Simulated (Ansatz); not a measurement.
Input file for Ansatz (a quantum-chemistry and plane-wave program): R-wB97M-V/def2-TZVPP on silylarsine (SMILES [SiH3][AsH2]), a point of a torsion scan.

Ansatz 0.2 input:
```yaml
crystal:
  periodic: [false, false, false]
  atoms:
    - {symbol: Si, position_ang: [-0.82573561, 0.10216380, -0.04166866]}
    - {symbol: As, position_ang: [1.49070214, 0.18785000, -0.26004634]}
    - {symbol: H, position_ang: [-1.47479146, -0.86861023, -0.93031302]}
    - {symbol: H, position_ang: [-1.38596338, 1.42073136, -0.37044845]}
    - {symbol: H, position_ang: [-1.23289453, -0.21489101, 1.33222520]}
    - {symbol: H, position_ang: [1.51654285, -0.86864550, -1.32551178]}
    - {symbol: H, position_ang: [1.70239528, -0.88478904, 0.76905890]}
basis:
  gaussian:
    orbitals: def2-TZVPP
hamiltonian:
  xc: {name: wB97M-V}
scf: {lower_state_search: off}
```

Program output:

```
WARN ansatz: RAYON_NUM_THREADS=1 ignored (pool sized by the plan → 1); use --threads N
Functional definition: wB97M-V
these checks for a lower state are left out or cut short: stability, starts, cluster_reference, orbital_swaps, neighbouring_geometries, increment
integrals: 0.10 GiB planned
990 factors; their error is unknown
integrals: 0.13 GiB planned
218 factors; integrals over basis functions are off by at most 1.1e-5 eV
mean field: 0.86 GiB planned
mean field evaluation 1: about -68795.5329 eV, gradient 1.1e1 eV
mean field evaluation 2: about -68795.7934 eV, gradient 6.5e0 eV
mean field evaluation 4: about -68795.8345 eV, gradient 2.9e-1 eV
mean field evaluation 8: about -68795.9908 eV, gradient 3.0e-1 eV
mean field evaluation 16: about -68795.9909 eV, gradient 3.0e-5 eV
mean field -68795.99088789 eV, -2528.2060335326 hartree, gradient 6.6e-6 eV, S^2 0.000000; 0 other end points of the search recorded, 0 dependent functions left out
reference -68795.99093363 eV, -2528.2060352134 hartree; 26, 26 occupied and 134, 134 virtual orbitals, 990 factors
Total energy: -68795.99093363 eV, -2528.2060352134 hartree
Checks for a lower state left out: stability, starts, cluster_reference, orbital_swaps, neighbouring_geometries, increment
```

Self-consistency was reached.

Cost: roughly 7 core-seconds.
